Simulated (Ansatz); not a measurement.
`[CH3][SnH2][GaH2]` + silanol → `[SiH3][O][GaH2]` + `[CH3][SnH3]` at 400 K and 1 bar (cleavage of the Ga–Sn bond).

Calculated with Ansatz (gas phase, PBE0-D4/def2-TZVP geometries, no zero-point term in ΔE). CCSD(T)/CBS is the MP2 limit (def2-TZVPP, def2-QZVPP) plus CCSD(T) − MP2 in def2-TZVPP, frozen cores. def2 core potentials past Kr. For Ga, Sn outer-core shells are correlated without core-valence functions, which leaves a few kJ/mol of doubt a bond. Scalar relativity is left out up to krypton.

| species | CCSD(T)/CBS energy (Eh) | H − E (kJ/mol) | S (J/(mol·K)) |
| --- | --- | --- | --- |
| `[CH3][SnH2][GaH2]` | -2180.20945 | 199.3 | 416.0 |
| `O[SiH3]` | -366.69042 | 120.0 | 276.4 |
| `[SiH3][O][GaH2]` | -2291.24790 | 140.3 | 359.9 |
| `[CH3][SnH3]` | -255.66383 | 170.6 | 309.1 |

H − E and S are ideal-gas, rigid-rotor, harmonic terms from PBE0-D4/def2-TZVP. 1 Eh = 2625.50 kJ/mol, R = 8.31446 J/(mol·K).

Question: By hand: ΔE, ΔH, ΔS and ΔG.

Answer: ΔE = (-2291.24790) + (-255.66383) − (-2180.20945) − (-366.69042) = -0.01186 Eh = -31.1 kJ/mol. Δ(H − E) = 140.3 + 170.6 − 199.3 − 120.0 = -8.4, so ΔH = -39.5 kJ/mol. ΔS = 359.9 + 309.1 − 416.0 − 276.4 = -23.4 J/(mol·K). ΔG = -39.5 − 400 × (-23.4)/1000 = -30.1 kJ/mol.

Question: By hand: the equilibrium constant, and the temperature at which ΔG would vanish if ΔH and ΔS stayed fixed.

Answer: log₁₀ K = −ΔG/(RT ln 10) = 3.9. ΔG = 0 at ΔH/ΔS = 1688 K.

ΔH outweighs TΔS. A doubt of 5 kJ/mol in ΔE shifts log₁₀ K by 0.7 here. Modes under 60 cm⁻¹, often nearly free rotors, make the harmonic entropy too high. These are equilibria of isolated gas molecules and say nothing of rates. Largest T1 diagnostic: 0.014 (customary marks: 0.02 for closed shells, 0.045 for open ones).
